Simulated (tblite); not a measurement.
C₅H₉ClOSi.
Z-matrix (Å and degrees, GFN2-xTB geometry), rows numbered from 1:
```
C 
Si  1  1.8990
C   2  1.8991  1  110.84
C   3  1.3291  2  122.00  1   -75.71
Cl  4  1.7432  3  122.64  2  -179.71
C   4  1.4702  3  119.93  2    -0.08
C   6  1.4968  4  118.40  3  -177.20
O   6  1.2153  4  118.79  3     2.54
H   1  1.0835  2  112.25  3    66.94
H   1  1.0848  2  109.75  3  -173.12
H   1  1.0864  2  110.88  3   -54.29
H   2  1.4592  1  117.67  3  -132.14
H   2  1.4818  1  106.03  3   109.12
H   3  1.0787  2  118.90  1   104.65
H   7  1.0884  6  109.75  4   -58.71
H   7  1.0887  6  109.55  4    59.21
H   7  1.0868  6  109.97  4  -179.83
```

All values are computed: GFN2-xTB (tblite) harmonic vibrations without scaling, gas phase. Errors from tens to a few hundred cm⁻¹ against measured bands are possible. Modes of hydrogen on silicon can be 10 to 20 % off. One conformer, not necessarily the lowest.

Harmonic wavenumbers (cm⁻¹): 58.7, 73.0, 78.3, 131.5, 152.0, 180.6, 220.2, 230.5, 321.4, 327.1, 411.9, 466.3, 511.9, 569.4, 603.1, 684.3, 707.1, 743.0, 777.7, 826.0, 834.1, 854.4, 873.8, 936.9, 992.7, 998.4, 1172.9, 1263.6, 1362.3, 1365.4, 1440.4, 1442.4, 1477.3, 1486.3, 1590.2, 1698.4, 2113.7, 2286.2, 3020.3, 3030.2, 3033.8, 3055.9, 3056.7, 3070.7, 3089.7.

A = 2315, B = 916.6, C = 726.1 MHz; mass 148.011 u (most abundant isotopes); point group C1, symmetry number 1.

Question: What is the zero-point energy?

Answer: Half the sum of the wavenumbers: 26810 cm⁻¹ = 76.66 kcal/mol.

Question: Entropy at 200 K, 1 bar (ideal gas, RRHO, classical rotation)?

Answer: Translation 38.93, rotation 28.53, vibration 21.44: S = 88.9 cal/(mol K).

Question: And Cp and H(200 K) − H(0)?

Answer: Cp = 30.79 cal/(mol K), of which vibrations give 22.84 (their classical limit is 45 R = 89.4); H(200 K) − H(0) = 3.95 kcal/mol without the zero-point energy, 2.36 from vibrations.

Question: How do the functions run with temperature in this model?

Answer: 
```csv
T (K),S (cal/(mol K)),Cp (cal/(mol K)),H − H(0) (kcal/mol),G − H(0) (kcal/mol),ln q(vib)
150,80.8,25.8,2.54,-9.58,3.35
250,96.3,35.7,5.62,-18.46,6.32
298.15,103.0,40.2,7.45,-23.26,7.71
400,116.0,48.7,11.99,-34.43,10.59
600,138.3,61.2,23.06,-59.93,15.92
900,165.6,73.1,43.35,-105.67,23.12
```

q(vib) and H(0) count from the zero-point level.

Question: Blend soft modes into free rotors: weight 1/[1 + (100 cm⁻¹/ν̃)⁴] for the oscillator and the rest for a rotor with moment μB/(μ + B), μ = h/(8π²ν), B = 10⁻⁴⁴ kg m². What vibrational entropy results?

Answer: 20.16 cal/(mol K) in place of 21.44, which changes −T·S at 200 K by +0.26 kcal/mol.

Hindered rotation and anharmonicity are outside this model. Other conformers, if any are populated, would add a mixing term that is left out. The structure is chiral; the term R ln 2 for an equal mix with its mirror image is left out.
